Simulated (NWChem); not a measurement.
System: C$_{2}$H$_{5}$ClSi$_{2}$; SMILES [SiH2]([SiH2]C#C)Cl

Output (shortened):

```
             Northwest Computational Chemistry Package (NWChem) 7.3.0
             --------------------------------------------------------

 C1  symmetry detected

                             Geometry "geometry" -> ""
                             -------------------------

 Output coordinates in angstroms (scale by  1.889725989 to convert to a.u.)

  No.       Tag          Charge          X              Y              Z
 ---- ---------------- ---------- -------------- -------------- --------------
    1 C                    6.0000     1.51310516    -2.70905965    -0.35325516
    2 C                    6.0000     0.51786060    -2.08923241    -0.02671399
    3 Si                  14.0000    -0.95883129    -1.10726711     0.43210487
    4 Si                  14.0000    -0.77398065     1.02834240    -0.52458860
    5 Cl                  17.0000     0.91191725     1.94734211     0.26943429
    6 H                    1.0000     2.39234901    -3.26022835    -0.63761752
    7 H                    1.0000    -2.19044029    -1.78378062    -0.07818799
    8 H                    1.0000    -1.04618435    -0.98566956     1.91728069
    9 H                    1.0000    -1.96464128     1.86902515    -0.20115702
   10 H                    1.0000    -0.62010369     0.95053574    -2.00611402

 Effective nuclear repulsion energy (a.u.)     299.0136024554

                                 NWChem DFT Module
                                 -----------------

 Summary of "ao basis" -> "ao basis" (spherical)
 ------------------------------------------------------------------------------
       Tag                 Description            Shells   Functions and Types
 ---------------- ------------------------------  ------  ---------------------
 C                          def2-svp                 6       14   3s2p1d
 Si                         def2-svp                 8       18   4s3p1d
 Cl                         def2-svp                 8       18   4s3p1d
 H                          def2-svp                 3        5   2s1p

            General Information
            -------------------
          SCF calculation type: DFT
          Wavefunction type:  closed shell.
          No. of atoms     :    10
          No. of electrons :    62
           Alpha electrons :    31
            Beta electrons :    31
          Charge           :     0
          Spin multiplicity:     1
          Use of symmetry is: off; symmetry adaption is: off
          Maximum number of iterations: 150
          AO basis - number of functions:   107
                     number of shells:    51
          Convergence on energy requested:  1.00D-06
          Convergence on density requested:  1.00D-05
          Convergence on gradient requested:  5.00D-04

              XC Information
              --------------
                        M06-L Method XC Functional
                         M06-L Exchange Functional  1.000
                       M06-L Correlation Potential  1.000

             Grid Information
             ----------------
          Grid used for XC integration:  xfine
          Radial quadrature: Mura-Knowles
          Angular quadrature: Lebedev.
          Tag              B.-S. Rad. Rad. Pts. Rad. Cut. Ang. Pts.
          ---              ---------- --------- --------- ---------
          C                   0.70      100          14.0      1454
          Si                  1.10      125          13.0      1454
          Cl                  1.00      125          13.0      1454
          H                   0.35      100          15.0      1202
          Grid pruning is: on
          Number of quadrature shells:  1075
          Spatial weights used:  Erf1

      Superposition of Atomic Density Guess
      -------------------------------------

 Sum of atomic energies:       -1114.54662397

      Non-variational initial energy
      ------------------------------

 Total energy =   -1116.329804
 1-e energy   =   -2134.686518
 2-e energy   =     719.343111
 HOMO         =      -0.293703
 LUMO         =       0.014797

     ---------------------------------------------
      Total Density - Mulliken Population Analysis
     ---------------------------------------------

    Atom       Charge   Shell Charges
 -----------   ------   -------------------------------------------------------
    1 C    6     6.21   1.99  0.98  0.57  1.89  0.76  0.03
    2 C    6     6.21   1.99  1.01  0.31  1.96  0.91  0.03
    3 Si  14    13.63   2.00  1.99  1.02  0.27  5.94  1.14  1.15  0.13
    4 Si  14    13.39   2.00  1.99  1.01  0.23  5.94  1.03  1.05  0.14
    5 Cl  17    17.43   2.00  1.99  1.22  0.72  5.94  2.16  3.37  0.01
    6 H    1     0.88   0.63  0.22  0.03
    7 H    1     1.05   0.68  0.36  0.01
    8 H    1     1.05   0.69  0.35  0.01
    9 H    1     1.07   0.70  0.37  0.01
   10 H    1     1.08   0.70  0.37  0.01

   convergence    iter        energy       DeltaE   RMS-Dens  Diis-err
 ---------------- ----- ----------------- --------- --------- ---------
 d= 0,ls=0.0,diis     1  -1117.9405505281 -1.42D+03  1.06D-02  3.65D-01
 d= 0,ls=0.0,diis     2  -1117.9455281247 -4.98D-03  6.77D-03  3.12D-01
 d= 0,ls=0.0,diis     3  -1117.9867177149 -4.12D-02  1.78D-03  3.18D-02
 d= 0,ls=0.0,diis     4  -1117.9917250385 -5.01D-03  5.23D-04  8.63D-04
 d= 0,ls=0.0,diis     5  -1117.9916541506  7.09D-05  2.57D-04  1.55D-03
  Resetting Diis
 d= 0,ls=0.0,diis     6  -1117.9918565944 -2.02D-04  9.10D-05  1.11D-04
 d= 0,ls=0.0,diis     7  -1117.9918710857 -1.45D-05  4.79D-05  4.75D-06
 d= 0,ls=0.0,diis     8  -1117.9918708702  2.15D-07  2.52D-05  6.27D-06
 d= 0,ls=0.0,diis     9  -1117.9918719373 -1.07D-06  3.55D-06  1.09D-07
 d= 0,ls=0.0,diis    10  -1117.9918719399 -2.64D-09  1.66D-06  9.75D-08

         Total DFT energy =    -1117.991871939893
      One electron energy =    -2138.196428245015
           Coulomb energy =      803.942323472422
    Exchange-Corr. energy =      -82.751369622718
 Nuclear repulsion energy =      299.013602455417

 Numeric. integr. density =       62.000000183142

                       DFT Final Molecular Orbital Analysis
                       ------------------------------------

 Vector   29  Occ=2.000000D+00  E=-2.862440D-01
              MO Center=  6.8D-01, -5.0D-01, -1.1D-02, r^2= 5.9D+00
   Bfn.  Coefficient  Atom+Function         Bfn.  Coefficient  Atom+Function
  ----- ------------  ---------------      ----- ------------  ---------------
    76      0.347973   5 Cl py               73      0.247960   5 Cl py
     5      0.233746   1 C  py               19      0.227827   2 C  py
    77     -0.209698   5 Cl pz               20     -0.169635   2 C  pz
    74     -0.152442   5 Cl pz               70      0.144596   5 Cl py
     6     -0.142505   1 C  pz               22      0.138252   2 C  py

 Vector   30  Occ=2.000000D+00  E=-2.708653D-01
              MO Center=  7.6D-01, -2.3D+00, -8.6D-02, r^2= 2.3D+00
   Bfn.  Coefficient  Atom+Function         Bfn.  Coefficient  Atom+Function
  ----- ------------  ---------------      ----- ------------  ---------------
     6      0.333985   1 C  pz               20      0.319997   2 C  pz
     4      0.197819   1 C  px               23      0.194616   2 C  pz
    18      0.191360   2 C  px                9      0.189422   1 C  pz
     5      0.143368   1 C  py               19      0.137254   2 C  py
    88      0.126686   7 H  s                93     -0.125607   8 H  s

 Vector   31  Occ=2.000000D+00  E=-2.545902D-01
              MO Center=  1.2D-01, -6.7D-01, -8.1D-02, r^2= 5.9D+00
   Bfn.  Coefficient  Atom+Function         Bfn.  Coefficient  Atom+Function
  ----- ------------  ---------------      ----- ------------  ---------------
    76      0.262325   5 Cl py                5     -0.231477   1 C  py
    19     -0.208193   2 C  py               55     -0.189027   4 Si py
    37      0.176168   3 Si py               73      0.175257   5 Cl py
     6      0.163315   1 C  pz               77     -0.148951   5 Cl pz
     8     -0.134983   1 C  py               40      0.133780   3 Si py

 Vector   32  Occ=0.000000D+00  E=-4.364981D-02
              MO Center= -2.5D-01, -7.4D-01, -1.4D-01, r^2= 5.7D+00
   Bfn.  Coefficient  Atom+Function         Bfn.  Coefficient  Atom+Function
  ----- ------------  ---------------      ----- ------------  ---------------
    89      0.494266   7 H  s                57      0.470569   4 Si px
    39      0.381000   3 Si px               58      0.291928   4 Si py
    94     -0.257410   8 H  s                 8     -0.250071   1 C  py
    68     -0.243177   5 Cl s                40      0.236264   3 Si py
    41      0.234273   3 Si pz                7     -0.223937   1 C  px

[...]

                         DFT ENERGY GRADIENTS

    atom               coordinates                        gradient
                 x          y          z           x          y          z
   1 C       2.859354  -5.119380  -0.667555   -0.005937   0.003364   0.001980
   2 C       0.978615  -3.948077  -0.050482    0.005552  -0.003702  -0.001855
   3 Si     -1.811928  -2.092431   0.816560    0.000092  -0.000242   0.000184
   4 Si     -1.462611   1.943285  -0.991329    0.001265   0.001147   0.000291
   5 Cl      1.723274   3.679943   0.509157    0.000482   0.000450   0.000389
   6 H       4.520884  -6.160938  -1.204922    0.001493  -0.000890  -0.000491
   7 H      -4.139332  -3.370857  -0.147754   -0.001152  -0.000493  -0.000623
   8 H      -1.977002  -1.862645   3.623135   -0.000086   0.000155   0.001395
   9 H      -3.712634   3.531945  -0.380132   -0.001633   0.000606   0.000440
  10 H      -1.171826   1.796252  -3.791006   -0.000075  -0.000395  -0.001711
```

Level: M06-L/def2-SVP. The geometry was optimised at PBE0/def2-SVP.

Problem. Reconstruct the input file.

Solution. One answer among several that fit: the input that was run:
```
start job
memory heap 200 mb stack 900 mb global 1100 mb
geometry units angstroms noautoz
  C      1.488023    -2.757162    -0.342014
  C      0.498038    -2.122968    -0.027285
  Si    -0.969218    -1.119402     0.414761
  Si    -0.727003     1.023430    -0.512527
  Cl     0.959540     1.901954     0.324762
  H      2.362475    -3.321070    -0.615985
  H     -2.202750    -1.767157    -0.127219
  H     -1.083241    -1.013504     1.899331
  H     -1.908261     1.882059    -0.202021
  H     -0.545755     0.960046    -1.991642
end
basis spherical
  * library def2-svp
end
dft
  xc m06-l
  grid xfine
  iterations 150
  mulliken
end
task dft gradient
```
